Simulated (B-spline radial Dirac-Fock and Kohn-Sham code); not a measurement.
**Se⁹⁺: scattering cross sections and density moments**

System: the Se⁹⁺ ion, 1s2 2s2 2p6 3s2 3p6 3d7.

Model: Dirac-Fock orbitals of the configuration average with a finite nucleus. Program: a B-spline atomic structure program.

```
Sum of ⟨r⟩                          : 9.853 bohr
Sum of ⟨r²⟩                         : 5.777 bohr²
Sum of ⟨1/r⟩                        : 164.97 per bohr
Langevin diamagnetic susceptibility : -4.58 × 10⁻⁶ cm³/mol
Lamb shielding (α²/3)Σ⟨1/r⟩         : 2928 ppm
```

Coherent scattering is the Thomson cross section weighted by f₀², without anomalous dispersion; incoherent scattering is Klein-Nishina weighted by S. The Lamb formula is the non-relativistic shielding expression. Electron correlation is left out. A dash stands where the photon energy is too low for the impulse approximation behind that column.

```tsv
hν (keV)	coherent (b)	incoherent (b)	incoherent per electron (b)
1	411.2	–	–
2	398.1	–	–
5	324.1	1.712	0.0685
8.0478	239.0	3.442	0.138
17.4793	101.0	7.335	0.293
20	85.09	7.984	0.319
30	49.12	9.675	0.387
50	21.97	11.00	0.440
```

Values without a named source are computed, but for edge energies of neutral atoms, which are taken from tables.
